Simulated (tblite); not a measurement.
C6H11ClO2Si.
Structure used (GFN2-xTB), in Å, numbered top down from 1:
```xyz
21
C6H11ClO2Si angstrom
Cl     2.156    1.060   -2.992
Si     1.973    0.994   -1.004
C      2.774   -0.543   -0.199
O      2.015   -0.864    0.968
C      0.660   -1.109    0.697
C     -0.136    0.169    0.408
C     -1.594   -0.133    0.172
C     -2.530   -0.230    1.339
C     -2.621    0.935    0.405
O      0.386    0.811   -0.741
H      2.463    2.217   -0.377
H      3.790   -0.388    0.162
H      2.788   -1.417   -0.867
H      0.559   -1.789   -0.162
H      0.255   -1.592    1.589
H     -0.022    0.852    1.260
H     -1.754   -0.803   -0.662
H     -2.128   -0.062    2.326
H     -3.306   -0.980    1.309
H     -2.279    1.897    0.754
H     -3.459    0.992   -0.272
```

Level: GFN2-xTB in tblite, geometry and Hessian alike; calculated harmonic values, unscaled, isolated species. This tight-binding method is rough: wavenumbers can miss measured ones by several per cent, in bad cases by 10 to 20. Modes of hydrogen on silicon can be 10 to 20 % off. One conformer, not necessarily the lowest.

Harmonic wavenumbers (cm⁻¹): 45.3, 61.7, 79.1, 127.1, 166.6, 216.2, 264.9, 280.5, 310.3, 384.2, 420.4, 458.0, 524.8, 556.1, 654.5, 687.4, 729.7, 793.0, 796.4, 821.2, 859.9, 902.4, 931.3, 982.8, 991.8, 1014.2, 1066.8, 1071.0, 1079.8, 1095.3, 1097.2, 1114.3, 1151.9, 1162.3, 1181.2, 1238.1, 1256.9, 1267.7, 1279.5, 1297.7, 1339.2, 1399.3, 1438.5, 1447.8, 1452.4, 1492.3, 2278.4, 2851.0, 2874.1, 2901.2, 2982.3, 3001.1, 3055.0, 3093.8, 3098.1, 3099.7, 3117.6.

A = 1649, B = 612.3, C = 479.4 MHz; mass 178.022 u (most abundant isotopes); point group C1, symmetry number 1.

Problem. Zero-point energy?

Solution. Half the sum of the wavenumbers: 35671 cm⁻¹ = 101.99 kcal/mol.

Problem. What is S at 200 K and 1 bar for an ideal gas of classical rigid rotors and harmonic oscillators?

Solution. Translation 39.48, rotation 29.68, vibration 21.09: S = 90.2 cal/(mol K).

Problem. And Cp and H(200 K) − H(0)?

Solution. Cp = 30.34 cal/(mol K), of which vibrations give 22.39 (their classical limit is 57 R = 113.3); H(200 K) − H(0) = 3.86 kcal/mol without the zero-point energy, 2.27 from vibrations.

Problem. What must be added to the electronic energy to get the Gibbs energy at 200 K and 1 bar?

Solution. ZPE + [H(200 K) − H(0)] − T·S = 101.99 + 3.86 − 18.05 = 87.80 kcal/mol.

Problem. Which modes carry the vibrational entropy at 200 K?

Solution. 45.3 cm⁻¹: 4.22; 61.7 cm⁻¹: 3.62; 79.1 cm⁻¹: 3.13; 127.1 cm⁻¹: 2.23; 166.6 cm⁻¹: 1.74; 216.2 cm⁻¹: 1.30 cal/(mol K); the other 51 give 4.84 together.

Problem. How do the functions run with temperature in this model?

Solution. 
```csv
T (K),S (cal/(mol K)),Cp (cal/(mol K)),H − H(0) (kcal/mol),G − H(0) (kcal/mol),ln q(vib)
100,73.4,19.6,1.36,-5.97,2.03
300,104.8,42.4,7.49,-23.95,7.75
500,131.9,64.3,18.28,-47.66,13.50
800,167.0,84.5,40.90,-92.66,21.94
1000,186.8,92.8,58.68,-128.07,27.21
```

q(vib) and H(0) count from the zero-point level.

Problem. Blend soft modes into free rotors: weight 1/[1 + (100 cm⁻¹/ν̃)⁴] for the oscillator and the rest for a rotor with moment μB/(μ + B), μ = h/(8π²ν), B = 10⁻⁴⁴ kg m². What vibrational entropy results?

Solution. 19.30 cal/(mol K) in place of 21.09, which changes −T·S at 200 K by +0.36 kcal/mol.

Hindered rotation and anharmonicity are outside this model. Other conformers, if any are populated, would add a mixing term that is left out. The structure is chiral; the term R ln 2 for an equal mix with its mirror image is left out.

Hardware: an Intel Xeon 6975P-C with one thread, shared host. Cost: 1.2 s. The figure is for the frequency step alone.
